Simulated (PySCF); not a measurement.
Species: C6H11ClSi2.
SMILES with atom numbers: `[CH2:1]=[CH:2][Si@@H:3]([Cl:4])[SiH:5]1[CH2:6][CH:7]=[CH:8][CH2:9]1`

Cartesian coordinates in Å at the GFN2-xTB level; atoms count from 1:
```
atom  x, y, z in Å
C1     4.0298    0.6021   -0.3998
C2     2.8141    0.9296   -0.8107
Si3    1.3766   -0.2699   -1.0287
Cl4    2.0741   -2.1426   -0.6372
Si5   -0.3718    0.2910    0.3934
C6    -1.3362   -1.1911    1.1301
C7    -2.7293   -1.0257    0.6025
C8    -3.0024   -0.0005   -0.1840
C9    -1.9092    0.9657   -0.5296
H10    4.2896   -0.4187   -0.1704
H11    4.8203    1.3265   -0.2750
H12    2.6090    1.9717   -1.0246
H13    1.0465   -0.2879   -2.4624
H14    0.0128    1.2254    1.4720
H15   -0.9367   -2.1611    0.8266
H16   -1.3522   -1.2000    2.2212
H17   -3.4742   -1.7561    0.8855
H18   -3.9881    0.1706   -0.5939
H19   -2.1916    1.9710   -0.2139
H20   -1.7863    1.0106   -1.6139
```

NICS = −σ at a ghost point: NICS(0) at the centroid of the ring atoms, NICS(1) 1 Å to either side along the normal of their mean plane, zz for the tensor component along that normal. Level: GIAO PBE0/pcSseg-1 (PySCF, non-relativistic, gas phase) on the GFN2-xTB geometry, one conformer.

Ring bond lengths (Å), with Mayer bond orders in brackets: Si5–C6 1.915 (0.89), C6–C7 1.499 (1.04), C7–C8 1.321 (1.92), C8–C9 1.499 (1.04), C9–Si5 1.916 (0.87).

**Question.** What do the NICS probes read (ppm)?

**Answer.** 
| ring | type | NICS(0) | NICS(1), two faces | NICS(1)zz, two faces | rms pucker (Å) | centre to ring atoms, mean (Å) |
| --- | --- | --- | --- | --- | --- | --- |
| Si5–C6–C7–C8–C9 | 5-membered ring with Si; formal bonds 1 double, 4 single | -2.5 | -2.8 / -3.0 | -2.3 / -1.7 | 0.00 | 1.38 |

**Question.** What do they say, and how far can they be read as aromaticity?

**Answer.** 
- Si5–C6–C7–C8–C9: mean NICS(1)zz -2.0 ppm, near zero. Si5, C6, C9 have four or more neighbours; no verdict on aromaticity is drawn.
